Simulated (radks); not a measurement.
Values are calculated unless marked as measured or tabulated.
Species: the gadolinium ion Gd1.125+. Configuration: [Xe] 4f7 5d1 6s0.875 (fractional occupations, a model configuration). Code: a radial shooting solver on a logarithmic mesh with Libxc functionals. Model: Dirac Kohn-Sham, LDA (Slater exchange, Perdew-Wang correlation), spin-unpolarised, spherical densities, finite nucleus; open shells fill j = l - 1/2 first; Fermi nuclear charge, rms radius 5.1569 fm.

X-ray form factor f0, the Fourier transform of the density (f0(0) = 62.875):

| sin(theta)/lambda (1/angstrom) | f0 (electrons) |
|---|---|
| 0.05 | 61.882 |
| 0.1 | 59.347 |
| 0.15 | 56.078 |
| 0.2 | 52.603 |
| 0.25 | 49.166 |
| 0.3 | 45.899 |
| 0.4 | 40.142 |
| 0.5 | 35.432 |
| 0.6 | 31.521 |
| 0.8 | 25.360 |
| 1 | 21.007 |
| 1.25 | 17.526 |
| 1.5 | 15.238 |
| 2 | 11.618 |
